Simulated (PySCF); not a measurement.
This PySCF input asks for the NMR shieldings of `C=CCOC[BH2-][N+]#CC`, C₆H₁₂BNO; the geometry comes from GFN2-xTB.

```python
import basis_set_exchange as bse
import numpy as np
from pyscf import gto, dft
from pyscf.prop import nmr

atoms = """
C    -1.974031    1.800646   -0.515576
C    -2.041114    0.838652    0.385030
C    -1.414534   -0.512352    0.236172
O    -0.669039   -0.599885   -0.947082
C     0.046537   -1.828407   -1.084789
B     1.322913   -2.041769   -0.036340
N     1.838336   -0.665541    0.079078
C     1.841537    0.483535    0.016012
C     1.893239    1.910071   -0.042833
H    -2.444650    2.757682   -0.366000
H    -1.455235    1.644134   -1.445701
H    -2.573029    0.977265    1.317618
H    -2.210236   -1.280832    0.244444
H    -0.776823   -0.709181    1.114054
H     0.397972   -1.803912   -2.118652
H    -0.654706   -2.669155   -0.991505
H     2.165140   -2.731775   -0.508986
H     1.002348   -2.378303    1.061395
H     1.831261    2.327537    0.962136
H     2.821537    2.234639   -0.513045
H     1.043655    2.263894   -0.627734
"""
names = dict.fromkeys(["C", "O", "B", "N", "H"], "pcSseg-1")
basis = {el: gto.basis.parse(bse.get_basis(n, elements=[el], fmt="nwchem")) for el, n in names.items()}
mol = gto.M(atom=atoms, basis=basis, charge=0, verbose=0)
mf = dft.RKS(mol, xc="PBE0")
mf.grids.level = 2
mf.grids.alignment = dft.numint.BLKSIZE   # the property module wants whole blocks of grid points
mf.conv_tol = 1e-9
mf.kernel()

calc = nmr.RKS(mf)   # GIAO
C = mf.mo_coeff
Co = C[:, mf.mo_occ > 0]
resp = mf.gen_response(singlet=True, hermi=2)
def vind(x):   # induced exchange potential for any number of trial vectors
    d = np.einsum("pi,xij,qj->xpq", C, 2 * x.reshape(-1, C.shape[1], Co.shape[1]), Co, optimize=True)
    return np.einsum("xpq,pi,qj->xij", resp(d - d.transpose(0, 2, 1)), C, Co, optimize=True).ravel()
mo1, _ = nmr.rhf.solve_mo1(calc, with_cphf=vind)
sigma = calc.kernel(mo1)
for i, s in enumerate(sigma):   # ppm
    w = np.linalg.eigvalsh((s + s.T) / 2)
    print("%2d %-2s iso %8.1f  s11 %8.1f  s22 %8.1f  s33 %8.1f" % (i, mol.atom_pure_symbol(i), w.mean(), *w))
```

**Question.** Give the expected output.

**Answer.** 
```
 0 C  iso     70.7  s11    -43.8  s22     76.8  s33    179.0
 1 C  iso     38.8  s11    -84.4  s22     49.1  s33    151.7
 2 C  iso    115.6  s11     89.5  s22    104.9  s33    152.3
 3 O  iso    317.6  s11    296.7  s22    320.1  s33    335.9
 4 C  iso    117.9  s11     79.3  s22    102.3  s33    172.1
 5 B  iso    134.9  s11    116.4  s22    133.8  s33    154.5
 6 N  iso     40.0  s11   -111.6  s22    -93.3  s33    325.0
 7 C  iso     63.7  s11    -34.6  s22    -23.3  s33    249.0
 8 C  iso    183.8  s11    174.1  s22    178.5  s33    198.7
 9 H  iso     26.3  s11     23.6  s22     26.0  s33     29.3
10 H  iso     25.9  s11     22.3  s22     24.9  s33     30.4
11 H  iso     25.4  s11     23.8  s22     25.3  s33     27.0
12 H  iso     27.7  s11     23.8  s22     26.1  s33     33.3
13 H  iso     27.5  s11     23.2  s22     27.6  s33     31.7
14 H  iso     28.1  s11     22.4  s22     26.7  s33     35.2
15 H  iso     28.3  s11     24.2  s22     27.3  s33     33.3
16 H  iso     30.0  s11     26.5  s22     29.0  s33     34.5
17 H  iso     29.4  s11     26.6  s22     28.5  s33     33.0
18 H  iso     29.5  s11     25.4  s22     26.8  s33     36.3
19 H  iso     29.5  s11     24.4  s22     26.9  s33     37.2
20 H  iso     28.8  s11     22.5  s22     28.7  s33     35.1
```

These numbers come from an equivalent density-fitted implementation of the same equations, which agrees with the script to about 0.01 ppm for H and up to a few tenths of a ppm for heavy atoms, so last digits may differ.

Size and cost of the density-fitted run: 213 basis functions, 120 s wall time on 1 thread of an Intel Xeon, shared host; peak memory 1 GiB.
